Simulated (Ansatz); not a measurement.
System: CH$_{6}$NSi, net charge 0, doublet state. It need not be the lowest isomer of its formula. 
Geometry from a B3LYP-D3(BJ)/def2-TZVP (Ansatz, a quantum-chemistry and plane-wave program) optimisation:
```xyz
9

C     -1.4140     0.9755    -0.2809
N     -0.5255    -0.0542    -0.5470
Si     0.8987    -0.4193     0.3739
H     -2.3020     1.0699    -0.8850
H     -1.3572     1.4624     0.6805
H     -0.6700    -0.5302    -1.4231
H      1.8928     0.6827     0.3429
H      0.5354    -0.6512     1.7922
H      1.4816    -1.6379    -0.2282
```
Charge 0, spin multiplicity 2.

Dipole moments at this geometry, in debye (magnitudes).

```json
[
 {"level": "BLYP/def2-TZVPD", "program": "Ansatz", "dipole (D)": "1.00"},
 {"level": "B3LYP/def2-TZVPD", "program": "Ansatz", "dipole (D)": "0.96"},
 {"level": "BHLYP/def2-TZVPD", "program": "Ansatz", "dipole (D)": "0.90"},
 {"level": "r2SCANh/def2-TZVPD", "program": "Ansatz", "dipole (D)": "0.94"},
 {"level": "r2SCAN0/def2-TZVPD", "program": "Ansatz", "dipole (D)": "0.92"},
 {"level": "HSE06/def2-TZVPD", "program": "Ansatz", "dipole (D)": "0.95"},
 {"level": "LC-wPBE/def2-TZVPD", "program": "Ansatz", "dipole (D)": "[?]"},
 {"level": "wB97M-V/def2-TZVPD", "program": "Ansatz", "dipole (D)": "0.97"},
 {"level": "CCSD(T)/aug-cc-pV(D+d)Z", "program": "Ansatz", "dipole (D)": "[?]"}
]
```

Some entries are withheld; supply them.


- LC-wPBE/def2-TZVPD, dipole (D): 0.92
- CCSD(T)/aug-cc-pV(D+d)Z, dipole (D): 0.95
